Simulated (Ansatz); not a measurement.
`CC(C)[Si]N` → `N[SiH]` + `C=CC` at 600 K and 1 bar (β-hydride elimination).

Calculated with Ansatz (gas phase, PBE0-D4/def2-TZVP geometries, no zero-point term in ΔE). CCSD(T)/CBS is the MP2 limit (def2-TZVPP, def2-QZVPP) plus CCSD(T) − MP2 in def2-TZVPP, frozen cores. This one scheme is used for every species. One conformer a species, not always the lowest.

| species | CCSD(T)/CBS energy (Eh) | H − E (kJ/mol) | S (J/(mol·K)) |
| --- | --- | --- | --- |
| `CC(C)[Si]N` | -463.35613 | 383.6 | 453.8 |
| `N[SiH]` | -345.56329 | 117.4 | 286.7 |
| `C=CC` | -117.74610 | 248.6 | 323.1 |

H − E and S are ideal-gas, rigid-rotor, harmonic terms from PBE0-D4/def2-TZVP, for one conformer and one mirror image of each species. 1 Eh = 2625.50 kJ/mol, R = 8.31446 J/(mol·K).

Q: By hand: ΔE, ΔH, ΔS and ΔG.

A: ΔE = (-345.56329) + (-117.74610) − (-463.35613) = 0.04674 Eh = 122.7 kJ/mol. Δ(H − E) = 117.4 + 248.6 − 383.6 = -17.6, so ΔH = 105.1 kJ/mol. ΔS = 286.7 + 323.1 − 453.8 = 156.0 J/(mol·K). ΔG = 105.1 − 600 × (156.0)/1000 = 11.5 kJ/mol.

Q: By hand: the equilibrium constant, and the temperature at which ΔG would vanish if ΔH and ΔS stayed fixed.

A: log₁₀ K = −ΔG/(RT ln 10) = -1.0. ΔG = 0 at ΔH/ΔS = 674 K.

The number of gas molecules changes by +1, which sets the sign of ΔS. A doubt of 5 kJ/mol in ΔE shifts log₁₀ K by 0.4 here. Other conformers and mirror images would add mixing entropy, several J/(mol·K) or more a flexible species. Modes under 60 cm⁻¹, often nearly free rotors, make the harmonic entropy too high. These are equilibria of isolated gas molecules and say nothing of rates. Largest T1 diagnostic: 0.015 (customary marks: 0.02 for closed shells, 0.045 for open ones).
